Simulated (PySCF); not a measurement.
A species of formula CH6O3Si2 has this rotational fingerprint, computed with PySCF, PBE0-D3(BJ)/def2-SVP geometry optimisation, gas phase:

| Item | Value |
| --- | --- |
| Rotational constants | A = 3237, B = 1853, C = 1264 MHz |
| Dipole components | \|μa\| = 2.70 D, \|μb\| = 1.10 D, \|μc\| = 0.36 D |
| Inertial defect | -29.05 u·Å² |
| κ | -0.40 |

Question: Which candidate fits, each taken in the one conformer that was computed?
A. `[O:1]=[C:2]([OH:3])[SiH2:4][O:5][SiH3:6]` with O1–C2–O3–H 0°, O1–C2–Si4–O5 0°, C2–Si4–O5–Si6 7°
B. `[O:1]=[CH:2][SiH2:3][O:4][SiH2:5][OH:6]` with O1–C2–Si3–O4 -11°, C2–Si3–O4–Si5 19°, Si3–O4–Si5–O6 21°, O4–Si5–O6–H -52°

Answer: B. It is O=C[SiH2]O[SiH2]O, an asymmetric top, point group C1. The candidates at the same level (rigid rotor, commonest isotopes):

```
             SMILES  A (MHz)  B (MHz)  C (MHz)  μa (D)  μb (D)  μc (D)  Δ (u·Å²)  point group           rotor
  O=C[SiH2]O[SiH2]O     3237     1853     1264    2.70    1.10    0.36    -29.05           C1  asymmetric top
O=C(O)[SiH2]O[SiH3]     4209     1463     1115    1.67    0.15    0.10    -12.30      near Cs  asymmetric top
```

`O=C(O)[SiH2]O[SiH3]` has A 30 % too high. No structure here is proved a minimum.
